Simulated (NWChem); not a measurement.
CH$_{3}$ClMgS; SMILES C[S][Mg][Cl]

```xyz
7

Mg     0.5468    -0.8038     0.0038
Cl     0.8422    -2.9869    -0.0026
S      0.2900     1.4800     0.0090
C     -1.5264     1.7266    -0.0149
H     -1.9841     1.3493    -0.9400
H     -1.6971     2.8110     0.0297
H     -2.0228     1.2710     0.8532
```
Atoms are numbered in this order, from 1.

Level: PBE0/def2-SVP (NWChem), optimised geometry, unscaled harmonic frequencies. 

### Question
List the harmonic frequencies with IR intensities, and the thermochemistry.

### Answer
```
frequency (cm⁻¹)  IR intensity (km/mol)
----------------  ---------------------
71                                  6.9
71                                  9.1
119                                42.2
172                                30.2
308                                 0.4
591                                97.9
722                                 8.1
954                                 7.6
968                                 7.2
1336                               17.9
1453                                6.8
1459                                7.0
3067                               25.8
3176                                2.7
3178                                1.0
```

- zero-point energy = 25.2 kcal/mol
- thermal correction to the enthalpy at 298.15 K (with zero-point energy) = 29.9 kcal/mol
- heat capacity Cv = 18.3 cal/(mol K)
- entropy at 298.15 K and 1 atm (symmetry number 1) = 83.4 cal/(mol K)
- dipole moment = 1.84 D

Rigid rotor and harmonic oscillator; modes under 100 cm⁻¹ make the entropy uncertain.
